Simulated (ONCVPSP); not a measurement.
# cerium: one change to an ONCV potential, before and after

| Quantity | Value |
| --- | --- |
| Element | cerium |
| Generator | ONCVPSP 4.0.1 |
| Type | optimised norm-conserving Vanderbilt (ONCV) |
| Functional | LDA (Perdew-Zunger) |
| Relativity | scalar-relativistic |
| Frozen core | [Kr] 4d10 |
| Valence charge | 12 |
| Reference configuration | 4f1 5s2 5p6 5d1 6s2 |
| Partial waves | 5s+6s: rc 2.20 bohr, ncon 3, nbas 7, qcut 6 1/bohr, 2 projectors; 5p: rc 2.80 bohr, ncon 4, nbas 8, qcut 5.2 1/bohr, 3 projectors, debl 2.9 Ha; 5d: rc 3.90 bohr, ncon 4, nbas 9, qcut 4.5 1/bohr, 2 projectors, debl 0.4 Ha; 4f: rc 1.75 bohr, ncon 3, nbas 7, qcut 8.9 1/bohr, 3 projectors, debl 1.6 Ha |
| Local potential | polynomial inside 1.30 bohr (lpopt 5, dvloc0 0 Ha) |
| Core correction | Teter function, fcfact 3.75, rcfact 1.25 |

Change: f: qcut 6.3.

Cutoffs: the cutoffs (Ha) at which the residual kinetic energy of the hardest occupied pseudo-wave falls to 1 and 0.1 mHa per electron; they do not see the model core or the augmentation charge, which bear on the density cutoff. Errors are all-electron minus pseudo energies relative to the spin-unpolarised reference configuration.

Q: What does the change do?

A: Both files keep a bound ghost (s); of the 4 tests that both files solve, the error grows in 1 and shrinks in 0 by more than 15 % and 0.3 meV (median size 11.6 → 11.8 meV); the range in which the f phases agree narrows (upper end at the end of the scan → 2.5).

```tsv
quantity	base	changed
cutoffs, loose and tight	35 Ha, 39 Ha	not determined
bound ghosts	s	s
GHOST(+) flags under 300 eV	d at 48.5 eV, p at 185.7 eV	d at 48.5 eV, f at 74.2 eV, p at 185.7 eV
error for 4f1 5s2 5p6 5d1 6s1, meV [ΔE 6.27 eV]	-1.4	-1.5
error for 4f1 5s2 5p6 5d1 6s0, meV [ΔE 17.62 eV]	-4.8	-5.0
error for 4f1 5s2 5p6 5d0 6s0, meV [ΔE 36.95 eV]	+19	+19
error for 4f0 5s2 5p6 5d2 6s1, meV [ΔE 11.58 eV]	+593	+966
s: phases at 2.24 bohr within 0.05 rad from the reference energy up to (Ha; the scan ends near 5)	to the end of the scan	to the end of the scan
p: phases at 2.84 bohr within 0.05 rad from the reference energy up to (Ha; the scan ends near 5)	to the end of the scan	to the end of the scan
d: phases at 3.95 bohr within 0.05 rad from the reference energy up to (Ha; the scan ends near 5)	1.7	1.7
f: phases at 1.77 bohr within 0.05 rad from the reference energy up to (Ha; the scan ends near 5)	to the end of the scan	2.5
rms error of d²Exc/dni dnj with the model core, mHa	5.95	6.21
```

 A true bound ghost makes a file unfit for plane-wave use even where its test errors are small: the radial tests pick states by their node count and pass the ghost by.
